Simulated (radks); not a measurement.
Spin polarisation of the 4d9 shell in Cd3+. Start: [Kr] 4d(up 4.5, down 4.5); electrons of 4d are moved from spin down to spin up, other shells keep equal spins. All-electron calculation, scalar-relativistic Kohn-Sham, PBE, spin-polarised, spherical densities, point nucleus. Program: a radial shooting solver on a logarithmic mesh with Libxc functionals.

moment (Bohr magnetons)  E - E(0) (eV)  e(4d up) (eV)  e(4d down) (eV)  4p down minus up (eV)  4s down minus up (eV)  3d down minus up (eV)
0                                0.000        -45.823          -45.823                  0.000                  0.000                 0.000
0.25                            -0.012        -45.922          -45.722                  0.208                  0.204                  0.049
0.5                             -0.050        -46.019          -45.619                  0.417                  0.408                  0.097
0.75                            -0.112        -46.114          -45.514                  0.626                  0.612                  0.146
1                               -0.200        -46.207          -45.408                  0.834                  0.817                  0.194

At moment 1 the spin-polarisation energy is -0.200 eV and the 4d exchange splitting 0.799 eV, that is 0.799 eV per Bohr magneton; E = -I m^2/4 would give I = 0.799 eV.
